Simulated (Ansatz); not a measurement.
System: CH$_{3}$AlF$_{2}$O, charge 0, multiplicity 1. 
Geometry from a B3LYP-D3(BJ)/def2-TZVP (Ansatz, a quantum-chemistry and plane-wave program) optimisation:
```
O
C 1 1.4123
H 2 1.0922 1 109.47
H 2 1.0922 3 108.41 1 -119.35
H 2 1.0937 3 108.60 4 -117.82
Al 1 1.6644 2 136.93 3 120.65
F 6 1.6395 1 119.68 2 180.00
F 6 1.6442 7 118.20 1 180.00
```

Property: vertical ionisation energy (to the doublet state of charge +1; each state is the SCF solution reached for its spin), in eV. Valence correlation only, unless marked. Open shells are spin-unrestricted. Spin-orbit coupling is left out. Non-relativistic. Basis-set limits of correlation are two-point, X^-3; Hartree-Fock from the larger set. The bracket is a focal-point correction in the basis named.

| level | program | vertical ionisation energy (eV) |
|---|---|---|
| r2SCAN/def2-TZVPD | Ansatz | 11.13 |
| B3LYP/def2-TZVPD | Ansatz | [?] |
| PBE0/def2-TZVPD | Ansatz | 11.27 |
| CAM-B3LYP/def2-TZVPD | Ansatz | 11.44 |
| wB97X-V/def2-TZVPD | Ansatz | 11.40 |
| B2PLYP/def2-TZVPD | Ansatz | 11.43 |
| SCS-MP2/aug-cc-pV(D+d)Z | Ansatz | 11.73 |
| SCS-MP2/aug-cc-pV(T+d)Z | Ansatz | 11.85 |
| CCSD/aug-cc-pV(D+d)Z | Ansatz | [?] |
| CCSD/aug-cc-pV(T+d)Z | Ansatz | [?] |
| RI-MP2/CBS(aug-cc-pV(T+d)Z,aug-cc-pV(Q+d)Z)+[CCSD(T)-MP2]/aug-cc-pV(T+d)Z | Ansatz | [?] |

Problem. Fill in the missing entries.

Solution. 
- B3LYP/def2-TZVPD, vertical ionisation energy (eV): 11.33
- CCSD/aug-cc-pV(D+d)Z, vertical ionisation energy (eV): 11.41
- CCSD/aug-cc-pV(T+d)Z, vertical ionisation energy (eV): 11.50
- RI-MP2/CBS(aug-cc-pV(T+d)Z,aug-cc-pV(Q+d)Z)+[CCSD(T)-MP2]/aug-cc-pV(T+d)Z, vertical ionisation energy (eV): 11.67
